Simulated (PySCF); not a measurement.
**`F[C@H](Br)[C@H]1C[C@H]1F`, C4H5BrF2**

Molfile (atoms numbered from 1):
```
C4H5BrF2
     RDKit          3D

 12 12  0  0  0  0  0  0  0  0999 V2000
    2.4058   -0.2206    0.4126 F   0  0  0  0  0  0  0  0  0  0  0  0
    1.3375    0.4242   -0.1090 C   0  0  2  0  0  0  0  0  0  0  0  0
    1.5708    2.3469    0.2814 Br  0  0  0  0  0  0  0  0  0  0  0  0
    0.0600   -0.0777    0.4905 C   0  0  1  0  0  0  0  0  0  0  0  0
   -1.2462    0.3319   -0.1367 C   0  0  0  0  0  0  0  0  0  0  0  0
   -0.7652   -1.0712   -0.2806 C   0  0  1  0  0  0  0  0  0  0  0  0
   -0.3102   -1.4595   -1.5018 F   0  0  0  0  0  0  0  0  0  0  0  0
    1.3739    0.3229   -1.1985 H   0  0  0  0  0  0  0  0  0  0  0  0
    0.1054   -0.1886    1.5672 H   0  0  0  0  0  0  0  0  0  0  0  0
   -2.0896    0.5300    0.5045 H   0  0  0  0  0  0  0  0  0  0  0  0
   -1.1962    0.9623   -1.0121 H   0  0  0  0  0  0  0  0  0  0  0  0
   -1.2448   -1.9014    0.2212 H   0  0  0  0  0  0  0  0  0  0  0  0
  1  2  1  0
  2  3  1  0
  2  4  1  0
  4  5  1  0
  5  6  1  0
  6  7  1  0
  6  4  1  0
  2  8  1  6
  4  9  1  1
  5 10  1  0
  5 11  1  0
  6 12  1  1
M  END
```

Theory: PySCF, TDDFT BHandHLYP/def2-SVPD circular dichroism and optical rotation, one conformer, gas phase. Geometry: GFN2-xTB.

The molecule is flexible and this is one conformer; a measurement averages over conformers. The calculation is non-relativistic, which matters for the atoms heavier than Zn. States above about 9.3 eV (minus the energy of the highest occupied orbital) lie near or above the ionisation threshold and depend on the basis. Singlets 9 and 10 lie within 0.01 eV of each other, so their separate moments and overlaps can depend on how they mix.

Stereocentres: C2 R, C4 S, C6 R.

**Question.** What is the specific rotation at 633, 589.3, 546, 436, 405, 365, 355 nm?

**Answer.** [α] in deg dm⁻¹ (g/mL)⁻¹:
```csv
λ (nm),origin-invariant length gauge,modified velocity gauge,length gauge (centre of mass),isotropic polarisability (au)
633,+158.2,+165.4,+158.6,69.2
589.3,+185.6,+194.0,+186.0,69.5
546,+220.8,+230.7,+221.3,69.7
436,+377.4,+393.9,+378.3,70.9
405,+454.9,+474.6,+455.9,71.5
365,+599.4,+624.9,+600.8,72.4
355,+647.2,+674.6,+648.7,72.7
```

**Question.** And for the mirror image at 589.3 nm?

**Answer.** -185.6 deg dm⁻¹ (g/mL)⁻¹ (origin-invariant length gauge): the same size and the opposite sign.

**Question.** What is the molar rotation [Φ] = [α]·M/100 of the geometry above at 589.3 nm?

**Answer.** With M = 170.99 g/mol, +317.4 deg cm² dmol⁻¹ (origin-invariant length gauge).

The first excitation lies at 6.23 eV (199 nm) with R = +4.4 × 10⁻⁴⁰ esu² cm² (velocity form).
